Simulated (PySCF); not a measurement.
TeF₂, SMILES F[Te]F. Atoms are numbered in the order given.

```xyz
3

Te     0.0000     0.0000     0.3310
F      0.0000    -1.4075    -0.9562
F      0.0000     1.4075    -0.9562
```

Geometry optimised at B3LYP-D3(BJ)/def2-TZVP. The def2 effective core potentials stand for the cores of Te; spin–orbit coupling is left out.

All values below come from B3LYP/def2-TZVPD in PySCF.

Mulliken values depend strongly on the basis, most of all with diffuse functions as here. ESP charges are fitted to the potential on shells at 1.4 to 2.0 van der Waals radii. Atomic charges (e):

```
atom  Mulliken  ESP fit
----  --------  -------
Te1       0.87     0.43
F2       -0.43    -0.21
F3       -0.43    -0.21
```
